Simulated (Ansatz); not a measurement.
`OB/[C]([AlH2])=C\Cl`. Total charge 0; spin multiplicity 1. The geometry is a stationary point of PBE0-D4/def2-TZVP. It is one conformer, not always the lowest.

```xyz
11

O    -0.502   -1.387   -1.646
B     0.349   -0.405   -1.250
C     0.081    0.260    0.122
Al   -0.388   -0.749    1.719
C     0.131    1.574    0.333
Cl    0.440    2.765   -0.896
H    -0.265   -1.774   -2.492
H     1.296   -0.122   -1.934
H    -0.417   -2.332    1.732
H    -0.690    0.106    3.023
H    -0.036    2.065    1.288
```

What is the dipole moment at PBE/def2-TZVPP? (An estimate is asked.)

The calculation gave: 1.15 D, with components (0.18, -0.87, -0.73) D in this frame, pointing from negative to positive charge.

And with r2SCAN, B3LYP, ωB97M-V? (Best estimate.)

Ansatz gave: r2SCAN 1.16 D, B3LYP 1.15 D, ωB97M-V 1.19 D.

Give the Mulliken charges with PBE, r2SCAN, B3LYP in def2-TZVPP. (Best estimate.)

Ansatz gave: 
| atom | PBE | r2SCAN | B3LYP |
| --- | --- | --- | --- |
| O1 | -0.23 | -0.30 | -0.27 |
| B2 | 0.06 | 0.17 | 0.10 |
| C3 | -0.15 | -0.31 | -0.18 |
| Al4 | 0.31 | 0.46 | 0.39 |
| C5 | 0.00 | 0.07 | -0.01 |
| Cl6 | -0.08 | -0.10 | -0.09 |
| H7 | 0.20 | 0.22 | 0.20 |
| H8 | -0.02 | -0.03 | 0.00 |
| H9 | -0.11 | -0.14 | -0.13 |
| H10 | -0.12 | -0.16 | -0.15 |
| H11 | 0.13 | 0.11 | 0.14 |

B3LYP here is the variant with VWN-RPA as its local correlation; programs differ in this.
